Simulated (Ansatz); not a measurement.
Relaxation of BCl2H5NP (10 atoms, charge 0, multiplicity 1), to a largest force component of 0.03 eV/Å in at most 50 steps.

These are results of RKS PBE0-D4/def2-mTZVP (Ansatz 0.2.0), not measurements.

```xyz
10
Properties=species:S:1:pos:R:3
B 0.148 -0.317 0.178
N 0.122 -0.610 1.610
H -0.706 -0.939 2.077
H 0.960 -0.600 2.168
Cl 1.658 0.141 -0.590
Cl -1.331 -0.471 -0.760
P -0.810 2.597 0.766
H -2.219 2.415 0.777
H -0.845 3.608 1.773
H -0.567 1.550 1.692
```

Where does it end, and by what steps?

The forces met the threshold. The force dipped under the threshold on the way, but the program's further checks kept it going. After 12 steps the energy has fallen by 0.305 eV; H9 moved furthest, 0.56 Å.

```tsv
step	energy less start (eV)	largest force component (eV/Å)	accepted
0	0.0000	2.665	yes
1	-0.2001	1.366	yes
2	-0.2821	0.690	yes
3	-0.2948	0.201	yes
4	-0.2937	0.295	no
5	-0.3015	0.121	yes
6	-0.3027	0.076	yes
7	-0.3037	0.042	yes
8	-0.3043	0.025	yes
9	-0.3045	0.034	yes
10	-0.3045	0.089	no
11	-0.3049	0.019	yes
12	-0.3050	0.019	yes
```

```xyz
10
Properties=species:S:1:pos:R:3
B 0.241 -0.576 0.225
N 0.274 -0.986 1.546
H -0.554 -1.261 2.050
H 1.130 -1.049 2.073
Cl 1.730 -0.124 -0.607
Cl -1.303 -0.499 -0.637
P -0.943 3.092 0.803
H -2.309 2.712 0.677
H -1.210 4.026 1.846
H -0.647 2.039 1.715
```

Whether the end is a true minimum wasn't checked by a vibrational analysis.

Run time: 20 s on 4 threads of Intel(R) Xeon(R) Platinum 8488C (Sapphire Rapids), with other jobs on the host, peak memory 0.3 GiB.
